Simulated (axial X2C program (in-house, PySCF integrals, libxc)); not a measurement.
BrCuBr⁻: properties at the nuclei

Computed with an axial X2C code built on PySCF integrals: two-component X2C with atomic mean-field Coulomb and Gaunt terms, Gaussian nuclei, basis Br dyall-av3z, Cu dyall-v3z with contracted cores.

Br–Cu–Br held linear, with bonds 2.251 and 2.251 Å (near the PBE0 minimum at charge -1 of the determinant lowest at the starting distance; the state shown can have its own minimum elsewhere, held linear; other orders of the atoms were not compared).

Determinant lowest in the PBE0 search, Ω = 0 (closed shell), highest spinor 51% Br p, 47% Cu d:

| level | qzz Br (a.u.) | qzz Cu (a.u.) |
| --- | --- | --- |
| PBE0 | 2.25 | -0.73 |
| HF | 1.38 | -1.51 |
| BHandHLYP | 1.97 | -0.99 |

qzz is the electric field gradient, eQq0 = 234.96 MHz × Q/barn × qzz. The operators were transformed with the bare-nucleus X2C matrices; with these basis sets, hyperfine constants and field gradients can be off by tens of per cent, and where levels differ in sign neither size nor sign is settled.

Q: With Q(79Br) = 0.3087 barn (Q from Pyykkö, Mol. Phys. 2018), turn the PBE0 values of the first state into constants in MHz.

A: eQq0(79Br) = 234.96 × (0.3087) × (2.25) = 163 MHz.

The molecule was held linear; bending was not examined, so a bent shape may lie lower.

Each state is one determinant with collinear spin. For an anion, determinants above electron detachment, or with a positive highest level, are held by the basis set. The search compared states at one distance, so a state with another bond length can lie lower. Where a field gradient or hyperfine factor spreads by more than a factor of two over the levels, a constant derived from it is not to be relied on.
